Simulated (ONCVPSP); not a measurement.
## Pseudopotential generation for C: ONCV, PBE, scalar-relativistic.

ONCVPSP 4.0.1 was run on this input:

```
# ATOM AND REFERENCE CONFIGURATION
# atsym  z   nc   nv     iexc    psfile
  C 6.00    1    2        4      upf
#
#   n    l    f
    1    0    2.00
    2    0    1.50
    2    1    2.50
#
# PSEUDOPOTENTIAL AND OPTIMIZATION
# lmax
    2
#
#   l,   rc,      ep,       ncon, nbas, qcut
    0    1.00    0.00    4    7    6.60
    1    2.35    0.00    5    8    5.60
    2    2.30    0.29    5    8    3.80
#
# LOCAL POTENTIAL
# lloc, lpopt,  rc(5),   dvloc0
    4    5    0.70    0.00
#
# VANDERBILT-KLEINMAN-BYLANDER PROJECTORs
# l, nproj, debl
    0    2    3.60
    1    3    2.10
    2    2    3.70
#
# MODEL CORE CHARGE
# icmod, fcfact, rcfact
    0    0.00    0.00
#
# LOG DERIVATIVE ANALYSIS
# epsh1, epsh2, depsh
   -2.00    5.00    0.02
#
# OUTPUT GRID
# rlmax, drl
    6.00    0.01
#
# TEST CONFIGURATIONS
# ncnf
    4
# nvcnf
#   n    l    f
    2
    2    0    2.00
    2    1    2.00
#
    2
    2    0    2.00
    2    1    1.00
#
    2
    2    0    2.00
    2    1    0.00
#
    2
    2    0    0.00
    2    1    4.00
#
```

Command:

```bash
oncvpsp.x < C.dat > C.out
```

The program printed (shortened: citation, most of the input echo, consistency checks and plot data are left out):

```
ONCVPSP  (Optimized Norm-Conservinng Vanderbilt PSeudopotential)
scalar-relativistic version 4.0.1

#   n    l    f        energy (Ha)
    1    0    2.00    -1.0064768E+01
    2    0    1.50    -5.1390010E-01
    2    1    2.50    -2.0232977E-01

Reference configufation results
  iterations    22
  all-electron total energy (Ha)   -3.76091405D+01

Begin loop to  construct optimized pseudo wave functions
and semi-local pseudopoentials for all angular momenta

   Wellstate for l =  0  n =  4
     eigenvalue =   3.0861
     asymptotic potential =   3.5861
     half-point radius =  2.7755

Calculating optimized projector #   1

 for l=   0

    Fraction of norm inside rc  0.206186
    Optimizing pswf for qcut=   6.60 a_B^-1,  ecut=  21.78 Ha
    Residual kinetic energy error=  5.01D-04 Ha

    Energy error per electron        Cutoff
         Ha          eV             Ha
         0.01000     0.27211       12.82
         0.00100     0.02721       19.80
         0.00010     0.00272       40.97
         0.00001     0.00027       91.41

Calculating optimized projector #   2

 for l=   0

    Fraction of norm inside rc  0.075446
    Optimizing pswf for qcut=   6.60 a_B^-1,  ecut=  21.78 Ha
    Residual kinetic energy error=  2.13D-03 Ha

    Energy error per electron        Cutoff
         Ha          eV             Ha
         0.01000     0.27211       14.78
         0.00100     0.02721       52.30
         0.00010     0.00272      160.52
         0.00001     0.00027      186.61

   Wellstate for l =  1  n =  4
     eigenvalue =   1.8977
     asymptotic potential =   2.3977
     half-point radius =  3.7356

   Wellstate for l =  1  n =  6
     eigenvalue =   3.9977
     asymptotic potential =   4.4977
     half-point radius =  4.4453

Calculating optimized projector #   1

 for l=   1

    Fraction of norm inside rc  0.771034
    Optimizing pswf for qcut=   5.59 a_B^-1,  ecut=  15.64 Ha
    Residual kinetic energy error=  2.54D-05 Ha

    Energy error per electron        Cutoff
         Ha          eV             Ha
         0.01000     0.27211        8.91
         0.00100     0.02721       11.90
         0.00010     0.00272       14.20
         0.00001     0.00027       22.67

Calculating optimized projector #   2

 for l=   1

    Fraction of norm inside rc  0.332092
    Optimizing pswf for qcut=   5.59 a_B^-1,  ecut=  15.64 Ha
    Residual kinetic energy error=  7.61D-04 Ha

    Energy error per electron        Cutoff
         Ha          eV             Ha
         0.01000     0.27211       12.23
         0.00100     0.02721       15.34
         0.00010     0.00272       37.42
         0.00001     0.00027       46.11

Calculating optimized projector #   3

 for l=   1

    Fraction of norm inside rc  0.143202
    Optimizing pswf for qcut=   5.59 a_B^-1,  ecut=  15.64 Ha
    Residual kinetic energy error=  5.22D-03 Ha

    Energy error per electron        Cutoff
         Ha          eV             Ha
         0.01000     0.27211       14.55
         0.00100     0.02721       19.40
         0.00010     0.00272       44.12
         0.00001     0.00027       53.38

   Wellstate for l =  2  n =  3
     eigenvalue =   0.2900
     asymptotic potential =   0.7900
     half-point radius =  6.2685

   Wellstate for l =  2  n =  6
     eigenvalue =   3.9900
     asymptotic potential =   4.4900
     half-point radius =  4.2325

Calculating optimized projector #   1

 for l=   2

    Fraction of norm inside rc  0.080104
    Optimizing pswf for qcut=   3.80 a_B^-1,  ecut=   7.22 Ha
    Residual kinetic energy error=  1.12D-04 Ha

    Energy error per electron        Cutoff
         Ha          eV             Ha
         0.01000     0.27211        1.66
         0.00100     0.02721        4.28
         0.00010     0.00272        7.42
         0.00001     0.00027       29.15

Calculating optimized projector #   2

 for l=   2

    Fraction of norm inside rc  0.182758
    Optimizing pswf for qcut=   3.80 a_B^-1,  ecut=   7.22 Ha
    Residual kinetic energy error=  7.30D-02 Ha

    Energy error per electron        Cutoff
         Ha          eV             Ha
         0.01000     0.27211       10.73
         0.00100     0.02721       29.19
         0.00010     0.00272       50.42
         0.00001     0.00027       57.02

Construct Vanderbilt / Kleinmman-Bylander projectors

B matrix Hermiticity error, ll=   0
   1   2   -1.4632E-04

  Orthonormal projector coefficients  1.3030E+01  3.1827E+00

B matrix Hermiticity error, ll=   1
   1   2   -3.2353E-05
   1   3   -1.4381E-05
   2   3   -7.4827E-05

  Orthonormal projector coefficients  9.5085E+00 -1.4532E+00 -9.0507E-01

B matrix Hermiticity error, ll=   2
   1   2   -2.8882E-06

  Orthonormal projector coefficients  2.7558E+01 -1.6626E+00

Pseudoatom total energy   -5.161101

Diagnostic tests using Vanderbilt-Kleinman-Bylander pseudopotentials
  1 or more projectors used as specified by nproj input data

   l    rcore       rmatch      e in        delta e   norm test  slope test

   0   1.0028271   1.0332751  -0.5139001  -0.0000033   1.0000272   1.0000112
   0   1.0028271   1.0332751   3.0860999   0.0000255   1.0002200   1.0002200

   1   2.3590509   2.4306768  -0.2023298  -0.0000004   1.0000146   1.0000187
   1   2.3590509   2.4306768   1.8976702   0.0000089   1.0000593   1.0000593
   1   2.3590509   2.4306768   3.9976702   0.0000388   1.0001253   1.0001253

   2   2.3032729   2.3732052   0.2900000   0.0000025   1.0000010   1.0000010
   2   2.3032729   2.3732052   3.9900000   0.0000552   1.0000099   1.0000099

 Testing for bound ghosts
   n   l    E NL Schr. Eq   E Basis Diag.   E Cutoff

   1   0       -0.513903       -0.436219    184.95

   2   1       -0.202330       -0.201687     70.97

 Testing for highly-localized positive-energy ghosts
       l    <radius>/rc     E Basis Diag.   E Cutoff

       0        0.985898       12.679739    184.95  WARNING - GHOST(+)

       2        0.637040       46.873644     64.37  WARNING - GHOST(+)

Test configuration 0

   n   l     f        eae           eps        diff
   1   0  2.0000  -10.06476839
   2   0  1.5000   -0.51390010   -0.51390339   -3.28D-06
   2   1  2.5000   -0.20232977   -0.20233021   -4.37D-07

    Total energies and differences
      AE_ref= -3.76091405D+01  AE_tst= -3.76091405D+01  dif=  0.00D+00
      PS_ref= -5.16110099D+00  PS_tst= -5.16110099D+00  dif=  1.24D-14
      PSP excitation error= -1.24D-14

Test configuration 1

   n   l     f        eae           eps        diff
   1   0  2.0000  -10.04653975
   2   0  2.0000   -0.50533470   -0.50444213    8.93D-04
   2   1  2.0000   -0.19423794   -0.19363019    6.08D-04

    Total energies and differences
      AE_ref= -3.76091405D+01  AE_tst= -3.77648101D+01  dif= -1.56D-01
      PS_ref= -5.16110099D+00  PS_tst= -5.31670017D+00  dif= -1.56D-01
      PSP excitation error= -7.04D-05

Test configuration 2

   n   l     f        eae           eps        diff
   1   0  2.0000  -10.59828850
   2   0  2.0000   -0.94660504   -0.94268931    3.92D-03
   2   1  1.0000   -0.62491307   -0.61802326    6.89D-03

    Total energies and differences
      AE_ref= -3.76091405D+01  AE_tst= -3.73656641D+01  dif=  2.43D-01
      PS_ref= -5.16110099D+00  PS_tst= -4.92048256D+00  dif=  2.41D-01
      PSP excitation error=  2.86D-03

Test configuration 3

   n   l     f        eae           eps        diff
   1   0  2.0000  -11.33875003
   2   0  2.0000   -1.48389780   -1.46786200    1.60D-02

    Total energies and differences
      AE_ref= -3.76091405D+01  AE_tst= -3.64779494D+01  dif=  1.13D+00
      PS_ref= -5.16110099D+00  PS_tst= -4.04875207D+00  dif=  1.11D+00
      PSP excitation error=  1.88D-02

Test configuration 4

   n   l     f        eae           eps        diff
   1   0  2.0000  -10.11432822
   2   1  4.0000   -0.22387395   -0.22537865   -1.50D-03

    Total energies and differences
      AE_ref= -3.76091405D+01  AE_tst= -3.71409851D+01  dif=  4.68D-01
      PS_ref= -5.16110099D+00  PS_tst= -4.69224158D+00  dif=  4.69D-01
      PSP excitation error= -7.04D-04
```

The run took about 3.5 s on one core of a shared server CPU.
